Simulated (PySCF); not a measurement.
Molecular orbitals of GdCl

PBE at R = 2.412 Å; basis Gd x2c-SVPall, Cl x2c-SVPall; spin-free X2C with a Gaussian nucleus; PySCF 2.14. State: octet, about 7.1 electrons in the 4f shell (Mulliken). Only the outer orbitals are listed, counted within each symmetry.

| spin | orbital | occ. | ε (eV) | on Gd (%) | main shells (%) |
| --- | --- | --- | --- | --- | --- |
| α | 17σ | 1 | -8.64 | 20 | 79 Cl p, 11 Gd d |
| α | 9π | 1 | -8.05 | 12 | 88 Cl p, 9 Gd d |
| α | 9π | 1 | -8.05 | 12 | 88 Cl p, 9 Gd d |
| α | 18σ | 1 | -4.21 | 100 | 81 Gd s, 17 Gd d |
| α | 4δ | 0 | -3.16 | 100 | 100 Gd d |
| α | 4δ | 0 | -3.16 | 100 | 100 Gd d |
| α | 10π | 0 | -2.70 | 94 | 85 Gd d, 8 Gd p |
| β | 16σ | 1 | -8.64 | 17 | 81 Cl p, 8 Gd d |
| β | 8π | 1 | -8.07 | 12 | 88 Cl p |
| β | 8π | 1 | -8.07 | 12 | 88 Cl p |
| β | 18σ | 1 | -3.91 | 99 | 83 Gd s, 12 Gd d |
| β | 1φ | 0 | -6.02 | 100 | 100 Gd f |
| β | 1φ | 0 | -6.02 | 100 | 100 Gd f |
| β | 3δ | 0 | -5.90 | 100 | 100 Gd f |

**Question.** Which are the highest filled and the lowest empty level, where do they sit, and how wide is the gap?

**Answer.** Highest filled β 18σ at -3.91 eV (in %: 83 Gd s, 12 Gd d); lowest empty β 1φ at -6.02 eV (in %: 100 Gd f); the gap at PBE is -2.11 eV.

The bond order (Mayer) is 1.46. The ⟨S²⟩ is 15.768, the charge on Gd (Mulliken, basis-dependent) is 0.15 and the charge on Gd (Löwdin, basis-dependent) is -0.17. The dipole moment (positive dipole means Gd(−)Cl(+)) is -1.97 D.

Spin–orbit coupling is left out. Counting both spins, an empty level lies below a filled one in this solution, because spin and occupation are held. With d or f electrons several states lie close, and the lowest PBE0 determinant need not be the measured ground state.
